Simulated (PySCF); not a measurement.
A structure optimised at ωB97X-D3(BJ)/def2-SVP, used in a PySCF frequency run:

```
C
C 1 1.3381
F 2 1.3298 1 123.59
H 2 1.0978 3 111.72 1 179.96
C 1 1.5122 2 119.81 4 -0.02
H 5 1.1011 1 111.92 2 0.01
H 5 1.1016 6 108.02 1 122.40
H 5 1.1016 6 108.01 7 115.19
B 1 1.5572 2 121.28 4 179.99
F 9 1.3234 1 124.05 2 -0.43
F 9 1.3301 10 116.64 1 179.93
```

Question: Write its SMILES and formula.

Answer: C/C(=C/F)B(F)F, C₃H₄BF₃

Question: What are its rotational constants (standard atomic weights)?

Answer: 3.2348, 2.3382, 1.3688 GHz
